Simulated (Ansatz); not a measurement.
Geometry optimisation, DFT r2SCAN-D3(BJ), scalar-relativistic, plane waves, PAW in Ansatz 0.2.0.

Input file:

```yaml
accuracy: low
crystal:
  lattice:
    - [8.78762, 0.0, 0.0]
    - [0.0, 8.78762, 0.0]
    - [0.0, 0.0, 8.78762]
  atoms:
    - { symbol: C, position: [0.2779132, 0.1956681, 0.4807006] }
    - { symbol: C, position: [0.1334426, 0.2247832, 0.5576058] }
    - { symbol: "N", position: [0.016908, 0.2482685, 0.6196401] }
    - { symbol: H, position: [0.3448178, 0.3001442, 0.474482] }
    - { symbol: H, position: [0.3429579, 0.1100807, 0.5429432] }
    - { symbol: H, position: [0.2573546, 0.1543308, 0.3653805] }
    - { symbol: C, position: [0.0270542, 0.8916112, 0.5104623] }
    - { symbol: C, position: [0.0203165, 0.887848, 0.6765174] }
    - { symbol: "N", position: [0.0148816, 0.8848124, 0.8104628] }
    - { symbol: H, position: [0.0151193, 1.0083962, 0.4698549] }
    - { symbol: H, position: [0.1358527, 0.8464196, 0.4710828] }
    - { symbol: H, position: [-0.0646146, 0.8229194, 0.4624163] }
    - { symbol: C, position: [0.6442863, 0.4454576, 0.3055114] }
    - { symbol: C, position: [0.6641259, 0.4490693, 0.1405047] }
    - { symbol: "N", position: [0.6801291, 0.4519825, 0.007405] }
    - { symbol: H, position: [0.5576811, 0.5275827, 0.3399376] }
    - { symbol: H, position: [0.6086956, 0.3321126, 0.3417929] }
    - { symbol: H, position: [0.7511854, 0.473893, 0.3620284] }
    - { symbol: C, position: [0.9198276, 0.8358056, 0.2061058] }
    - { symbol: C, position: [1.0684786, 0.7723039, 0.244891] }
    - { symbol: "N", position: [1.1883852, 0.7210814, 0.2761763] }
    - { symbol: H, position: [0.8785452, 0.9075704, 0.2987111] }
    - { symbol: H, position: [0.9282984, 0.9044609, 0.1029319] }
    - { symbol: H, position: [0.8380254, 0.744347, 0.1867701] }
    - { symbol: C, position: [0.4645675, 0.7320993, -0.0015399] }
    - { symbol: C, position: [0.4759381, 0.7409843, 0.1640669] }
    - { symbol: "N", position: [0.48511, 0.7481512, 0.2976508] }
    - { symbol: H, position: [0.5061667, 0.8372628, -0.0529238] }
    - { symbol: H, position: [0.5324933, 0.6371585, -0.0439956] }
    - { symbol: H, position: [0.3462755, 0.7150261, -0.0353875] }
    - { symbol: C, position: [0.1122383, 0.1955144, 0.9086765] }
    - { symbol: C, position: [0.088883, 0.1761015, 1.072113] }
    - { symbol: "N", position: [0.0700438, 0.1604425, 1.2039463] }
    - { symbol: H, position: [0.1101985, 0.3161826, 0.8792627] }
    - { symbol: H, position: [0.2220303, 0.1479798, 0.8752647] }
    - { symbol: H, position: [0.0224938, 0.1373485, 0.8454878] }
basis:
  ecutwfc: 500.0
kpoints:
  mp_grid: { grid: [1, 1, 1] }
hamiltonian:
  xc: r2scan
  dispersion: d3bj
scf:
  occupations: { method: fermi_dirac, width: 0.02 }
  lower_state_search: "off"
relax:
  f_tol: 0.3
  max_steps: 15
  adjacent_minimum: "off"
```

Run as:

```bash
$ ansatz run input.yaml --threads 2 --pin off --max-ram 5120MiB --backend cpu --events-out ev --progress --plain --runs-dir out
```

Question: Where does it end, and by what steps?

Answer: The run converged. The threshold is loose, so the end isn't yet a minimum. The force dipped under the threshold on the way, but the program's further checks kept it going. Limits of this set-up: coarse k mesh, low accuracy level. After 13 steps the energy has fallen by 2.234 eV; N21 moved furthest, 1.54 Å.

```tsv
step	energy less start (eV)	largest force component (eV/Å)	accepted
0	0.0000	3.211	yes
1	-1.0397	0.405	yes
2	-1.4410	0.541	yes
3	-1.6651	0.341	yes
4	-1.8065	0.237	yes
5	-1.9139	0.469	yes
6	-1.9933	0.533	yes
7	-2.0661	0.667	yes
8	-2.1308	0.536	yes
9	-2.1651	0.573	yes
10	-2.1779	0.856	yes
11	-2.2121	0.543	yes
12	-2.2338	0.161	yes
13	-2.2338	0.161	yes
```

```xyz
36
Lattice="8.7876 0.0000 0.0000 0.0000 8.7876 0.0000 0.0000 0.0000 8.7876" Properties=species:S:1:pos:R:3
C 2.395 2.292 4.039
C 1.172 2.659 4.716
N 0.194 2.939 5.260
H 2.856 3.181 3.604
H 3.088 1.828 4.745
H 2.162 1.588 3.240
C 0.551 7.563 4.598
C 0.983 7.932 5.928
N 1.332 8.221 6.991
H 0.208 8.443 4.051
H 1.375 7.102 4.051
H -0.261 6.839 4.662
C 6.462 3.499 3.012
C 6.250 3.684 1.595
N 6.075 3.852 0.467
H 5.925 4.275 3.558
H 6.107 2.516 3.318
H 7.524 3.562 3.246
C 7.954 6.857 0.776
C 8.840 5.925 1.433
N 9.544 5.176 1.965
H 7.710 7.675 1.455
H 8.452 7.276 -0.101
H 7.042 6.335 0.477
C 3.693 6.404 0.296
C 4.166 6.468 1.661
N 4.565 6.516 2.743
H 3.893 7.343 -0.219
H 4.205 5.589 -0.218
H 2.618 6.226 0.283
C 0.411 2.455 8.490
C 0.169 1.719 9.708
N -0.019 1.123 10.679
H 0.687 3.481 8.738
H 1.212 1.971 7.927
H -0.486 2.471 7.866
```

Time of the run: 3.5 min on 2 threads of Arm Neoverse V2 (shared host), peak memory 1.3 GiB.
